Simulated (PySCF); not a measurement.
## Correlation energy of V (vanadium, neutral)

[Ar] 3d3 4s1 4p1, one real determinant (an excited configuration). All numbers are calculated (PySCF 2.14, the spin-free X2C one-electron Hamiltonian (Gaussian nucleus), in ANO-RCC-VTZP). Frozen: [Ar]; 5 electrons correlated.

```tsv
level	correlation energy (mhartree)
CCSD	-39.95
(T)	-0.74
CCSD(T)	-40.69
```

Diagnostics: T1 = 0.013, D1 = 0.0312, largest double amplitude 0.052.

The real determinant used has ⟨L²⟩ near 14 against 20 for a pure G term, so it mixes terms.

Cost of the coupled-cluster step: roughly 3 core-seconds, for 5 correlated electrons.

The basis was made for the ground configuration and has no added diffuse functions, which can raise the energy of the promoted electron.

The reference is one real determinant that mixes LS terms of this configuration.
